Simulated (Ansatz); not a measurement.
Born–Oppenheimer molecular dynamics of AlClH4O2Si (9 atoms, charge 0, multiplicity 1). It starts from a relaxed structure.

Computed with RKS BLYP-D4/6-31G (Ansatz 0.2.0).

```json
{"ensemble": "NVT, Nosé–Hoover chain", "time step": "1 fs", "steps asked": "250", "set temperature": "300 K", "thermostat": "time constant 300 fs, chain length 3", "seed": "45190"}
```

First frame:

```xyz
9
Properties=species:S:1:pos:R:3
Al -0.195 -0.134 -0.321
O -0.691 -0.320 1.297
Si -1.373 -0.467 2.865
H -2.581 -1.375 2.818
H -0.344 -1.058 3.803
H -1.783 0.897 3.373
O 1.409 -0.325 -0.903
H 2.283 -0.546 -0.542
Cl -1.676 0.395 -1.846
```

Task: How far do the bonds stretch over the last three quarters of this one trajectory? (Pairs bonded in most of those frames.)

Result: 
```
   bond  mean (Å)  spread (Å)  shortest  longest
 Al1–O2     1.715       0.019      1.69     1.76
 Al1–O7     1.719       0.024      1.67     1.76
Al1–Cl9     2.198       0.038      2.12     2.25
 O2–Si3     1.728       0.019      1.69     1.76
 Si3–H4     1.514       0.010      1.49     1.53
 Si3–H5     1.511       0.013      1.49     1.53
 Si3–H6     1.514       0.008      1.50     1.53
  O7–H8     0.974       0.021      0.94     1.01
```

Mean temperature of the second half: 165 K. The conserved energy stayed within 0.39 meV per atom of its start (net change 0.21 meV per atom), so the integration is sound. The mean temperature of the second half is 45 % below the set value. A run of 0.25 ps of so small a system gives no equilibrium averages. Limits of this set-up: no polarisation functions.

Run time: 4.9 min on 1 thread of AMD EPYC 9R45 96-Core Processor (Zen 5) (shared host), peak memory 0.13 GiB.
